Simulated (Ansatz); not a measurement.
Ansatz (an electronic-structure program) input for BH3N, SMILES B=[NH2+], charge +1, PBE-D3(BJ)/def2-TZVP. 

Ansatz 0.2 input:
```yaml
crystal:
  periodic: [false, false, false]
  atoms:
    - {symbol: B, position_ang: [-0.00000000, 0.00000000, 0.78312240]}
    - {symbol: N, position_ang: [-0.00000000, -0.00000000, -0.52779564]}
    - {symbol: H, position_ang: [0.00000000, 0.00000000, 1.95635120]}
    - {symbol: H, position_ang: [0.00000000, 0.85204044, -1.08869686]}
    - {symbol: H, position_ang: [0.00000000, -0.85204044, -1.08869686]}
basis:
  gaussian:
    orbitals: def2-TZVP
hamiltonian:
  xc: pbe
  dispersion: d3bj
total_charge: 1
relax: {f_tol: 0.002, max_steps: 200}
```

Program output:

```
WARN ansatz: RAYON_NUM_THREADS=1 ignored (pool sized by the plan → 1); use --threads N
Functional definition: PBE
integrals: 0.01 GiB planned
456 factors; their error is unknown
mean field: 0.14 GiB planned
mean field evaluation 1: about -2185.9505 eV, gradient 1.0e2 eV
mean field evaluation 2: about -2139.3686 eV, gradient 1.5e2 eV
mean field evaluation 4: about -2204.3307 eV, gradient 1.2e1 eV
mean field evaluation 8: about -2204.7105 eV, gradient 3.0e-2 eV
mean field evaluation 16: about -2204.7004 eV, gradient 2.9e-5 eV
mean field -2204.70036747 eV, -81.0212441049 hartree, gradient 2.9e-5 eV, S^2 0.000000; 0 other end points of the search recorded, 0 dependent functions left out
the calculation of the forces begins
reference -2204.70039688 eV, -81.0212451856 hartree; 7, 7 occupied and 73, 73 virtual orbitals, 456 factors
relax step   1: F+E_penalty+E_count = -2204.74931604 eV  Δ(F+E_penalty+E_count) = +0.000e0 eV  max|allowed force component| = 3.320e-1 eV/Å  Δτ_max = 0.0000 Å  (26 SCF iters, accepted)
these checks for a lower state are left out or cut short: starts, cluster_reference, orbital_swaps, neighbouring_geometries, increment
integrals: 0.01 GiB planned
456 factors; their error is unknown
mean field: 0.14 GiB planned
mean field -2204.70569700 eV, -81.0214399615 hartree, gradient 2.1e-5 eV, S^2 0.000000; 0 other end points of the search recorded, 0 dependent functions left out
the calculation of the forces begins
reference -2204.70572654 eV, -81.0214410470 hartree; 7, 7 occupied and 73, 73 virtual orbitals, 456 factors
relax step   2: F+E_penalty+E_count = -2204.75458457 eV  Δ(F+E_penalty+E_count) = -5.269e-3 eV  max|allowed force component| = 7.820e-2 eV/Å  Δτ_max = 0.0086 Å  (28 SCF iters, accepted)
these checks for a lower state are left out or cut short: starts, cluster_reference, orbital_swaps, neighbouring_geometries, increment
integrals: 0.01 GiB planned
456 factors; their error is unknown
mean field: 0.14 GiB planned
mean field evaluation 32: about -2204.7061 eV, gradient 2.1e-5 eV
mean field -2204.70612706 eV, -81.0214557661 hartree, gradient 2.1e-5 eV, S^2 0.000000; 0 other end points of the search recorded, 0 dependent functions left out
the calculation of the forces begins
reference -2204.70615665 eV, -81.0214568533 hartree; 7, 7 occupied and 73, 73 virtual orbitals, 456 factors
relax step   3: F+E_penalty+E_count = -2204.75499238 eV  Δ(F+E_penalty+E_count) = -4.078e-4 eV  max|allowed force component| = 1.307e-2 eV/Å  Δτ_max = 0.0032 Å  (30 SCF iters, accepted)
these checks for a lower state are left out or cut short: starts, cluster_reference, orbital_swaps, neighbouring_geometries, increment
integrals: 0.01 GiB planned
456 factors; their error is unknown
mean field: 0.14 GiB planned
mean field -2204.70613126 eV, -81.0214559203 hartree, gradient 2.1e-5 eV, S^2 0.000000; 0 other end points of the search recorded, 0 dependent functions left out
the calculation of the forces begins
reference -2204.70616084 eV, -81.0214570075 hartree; 7, 7 occupied and 73, 73 virtual orbitals, 456 factors
relax step   4: F+E_penalty+E_count = -2204.75499568 eV  Δ(F+E_penalty+E_count) = -3.307e-6 eV  max|allowed force component| = 7.847e-3 eV/Å  Δτ_max = 0.0002 Å  (30 SCF iters, accepted)
these checks for a lower state are left out or cut short: starts, cluster_reference, orbital_swaps, neighbouring_geometries, increment
integrals: 0.01 GiB planned
456 factors; their error is unknown
mean field: 0.14 GiB planned
mean field -2204.70613427 eV, -81.0214560309 hartree, gradient 2.1e-5 eV, S^2 0.000000; 0 other end points of the search recorded, 0 dependent functions left out
the calculation of the forces begins
reference -2204.70616385 eV, -81.0214571180 hartree; 7, 7 occupied and 73, 73 virtual orbitals, 456 factors
relax step   5: F+E_penalty+E_count = -2204.75499789 eV  Δ(F+E_penalty+E_count) = -2.210e-6 eV  max|allowed force component| = 4.040e-4 eV/Å  Δτ_max = 0.0004 Å  (30 SCF iters, accepted)
integrals: 0.01 GiB planned
456 factors; their error is unknown
mean field: 0.14 GiB planned
mean field evaluation 64: about -2204.7061 eV, gradient 2.3e-1 eV
mean field -2204.70613427 eV, -81.0214560309 hartree, gradient 2.1e-5 eV, S^2 0.000000; 1 other end points of the search recorded, 0 dependent functions left out
the calculation of the forces begins
reference -2204.70616385 eV, -81.0214571180 hartree; 7, 7 occupied and 73, 73 virtual orbitals, 456 factors
Total energy: -2204.75502747 eV, -81.0232528231 hartree
Atom 0 at    -0.000000     0.000000     0.789408 Å, force     0.000000     0.000000    -0.000329 eV/Å
Atom 1 at    -0.000000    -0.000000    -0.529263 Å, force     0.000000     0.000000     0.000404 eV/Å
Atom 2 at     0.000000    -0.000000     1.968443 Å, force    -0.000000     0.000000     0.000040 eV/Å
Atom 3 at     0.000000     0.858125    -1.097152 Å, force    -0.000000     0.000069    -0.000057 eV/Å
Atom 4 at     0.000000    -0.858125    -1.097152 Å, force    -0.000000    -0.000069    -0.000057 eV/Å
Dipole moment:    -0.000000     0.000000     0.068387 e Å
```

Self-consistency was reached.

Cost: around 5 core-seconds (rough).
